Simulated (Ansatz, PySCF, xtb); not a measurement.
Diatomic SiNi, closed-shell singlet (the spin of the measured ground state). No spin–orbit coupling. Ni is treated without relativity. The T1 diagnostic near the minimum is 0.067, so single-reference values are doubtful.

Seven points along R, fitted to fifth degree in 1/R; most abundant isotopes. In def2 and cc sets the state is the lowest found near the PBE0 minimum, followed along R. The singlet is held restricted. HF and MP2 rows in def2 and cc sets belong to the determinant that coupled cluster picked by its CCSD energy.

Programs: Ansatz (a program for electronic structure) with Gaussian orbitals; PySCF for LANL2DZ rows; xtb for the GFN methods. Each number belongs to the level named beside it.

```tsv
level	r_e (Å)	ω_e (cm⁻¹)	α_e (cm⁻¹)	B_e (cm⁻¹)	D_e (eV)	dipole (D)
GFN1-xTB	2.046	528	0.0018	0.213	-	-
HF/def2-TZVPP	2.005	477	0.0012	0.222	-	-
HF/def2-QZVPP	1.996	477	0.0012	0.224	-	-
SVWN5/def2-TZVPP	1.996	511	0.0011	0.224	4.66	0.22
PBE/def2-TZVPP	2.034	485	0.0011	0.216	3.67	0.50
BP86/LANL2DZ	2.084	478	0.0010	0.206	-	1.18
r2SCAN/def2-TZVPP	2.013	504	0.0010	0.220	3.05	0.97
B97M-V/def2-TZVPP	2.033	483	0.0011	0.216	2.83	0.69
B3LYP/LANL2DZ	2.064	496	0.00100	0.210	-	1.28
B3LYP/def2-TZVPP	2.012	498	0.0011	0.221	2.38	0.62
PBE0/def2-TZVPP	2.003	509	0.0010	0.223	2.09	1.05
BHLYP/def2-TZVPP	1.988	512	0.0011	0.226	0.30	1.23
CAM-B3LYP/def2-TZVPP	1.987	526	0.0010	0.226	2.05	0.99
wB97X-V/def2-TZVPP	1.992	532	0.00097	0.225	2.17	1.59
wB97M-V/def2-TZVPP	1.988	532	0.0010	0.226	2.25	1.17
B2PLYP/def2-TZVPP	2.077	469	0.00087	0.207	-	-
MP2/def2-TZVPP	2.011	604	0.00047	0.221	-	-
MP2/def2-QZVPP	1.999	607	0.00054	0.224	-	-
MP2/CBS(def2-TZVPP, def2-QZVPP)	1.994	611	0.00059	0.225	-	-
SCS-MP2/def2-TZVPP	2.010	590	0.00051	0.221	-	-
SCS-MP2/def2-QZVPP	1.998	593	0.00058	0.224	-	-
CCSD/def2-TZVPP	1.979	539	0.00099	0.228	1.53	-
CCSD/def2-QZVPP	1.961	551	0.0010	0.232	1.74	-
CCSD(T)/def2-TZVPP	2.043	443	0.0017	0.214	2.83	-
CCSD(T)/def2-QZVPP	2.018	468	0.0016	0.219	3.04	-
CCSD(T)/CBS(def2-TZVPP, def2-QZVPP)	2.007	484	0.0015	0.222	3.20	-
```

D_e counts from each atom's lowest state at the same level, without counterpoise or zero-point energy.

Correlated levels freeze the inner cores; with def2 sets outer-core shells near the valence are correlated too. CBS: X⁻³ extrapolation of the correlation energy, Hartree–Fock from the larger set. Rows in LANL2DZ carry no dispersion term and start afresh at each structure. LANL2DZ brings its own core potentials from Na on.

Doubts at one or more of the structures used: a restricted determinant that unrestricted orbitals would lower (HF/def2-TZVPP, HF/def2-QZVPP, B2PLYP/def2-TZVPP, MP2/def2-TZVPP, MP2/def2-QZVPP, MP2/CBS(def2-TZVPP, def2-QZVPP), SCS-MP2/def2-TZVPP, SCS-MP2/def2-QZVPP, CCSD/def2-TZVPP, CCSD/def2-QZVPP, CCSD(T)/def2-TZVPP, CCSD(T)/def2-QZVPP, CCSD(T)/CBS(def2-TZVPP, def2-QZVPP)); T1 above 0.05 (CCSD/def2-TZVPP, CCSD/def2-QZVPP, CCSD(T)/def2-TZVPP, CCSD(T)/def2-QZVPP, CCSD(T)/CBS(def2-TZVPP, def2-QZVPP)).

Measured for the ground state: D_0 3.324 ± 0.003 eV [Morse and co-workers].
